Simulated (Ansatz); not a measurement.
A structure relaxed at PBE0-D4/def2-TZVP, charge 0, multiplicity 1:

```xyz
7

F    -0.6421   -1.4613    1.2192
Si   -0.3297    0.0164    0.7609
F     0.6440    0.6438    1.8369
F    -1.6884    0.8222    0.8238
B     0.4772    0.1269   -1.0762
Cl    0.7655   -1.3133   -1.9839
H     0.7735    1.1652   -1.5806
```

Q: Give its formula and SMILES.

A: BClF3HSi, `F[Si](F)(F)BCl`.

Q: Point group (tolerance 0.08 Å, 0.16 Å for H)?

A: Cs.

Q: Summarise the bond lengths by kind.

A: 3 × F–Si 1.578 to 1.581 Å; 1 × B–Si 2.010 Å; 1 × B–Cl 1.727 Å; 1 × B–H 1.192 Å.

Results of the Gaussian-basis code of Ansatz.
